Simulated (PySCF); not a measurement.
BHFCl, SMILES ClBF. Coordinates come from a PBE0-D3(BJ)/def2-TZVP optimisation.

PySCF with TDDFT-LC-ωPBE/def2-SVPD puts the lowest singlet excitations at 6.96, 7.77, 8.31, 9.56, 10.11, 10.19 eV.

**Question.** What are the lowest excitation roots from ADC(2)/aug-cc-pVDZ (PySCF)? (An estimate is asked for; the answer gives what the named calculation found.)

**Answer.** 7.14, 7.90, 8.17, 8.97, 9.70, 9.98 eV. S1 differs by 0.19 eV (second minus first; roots are paired by order, and the bases may differ).
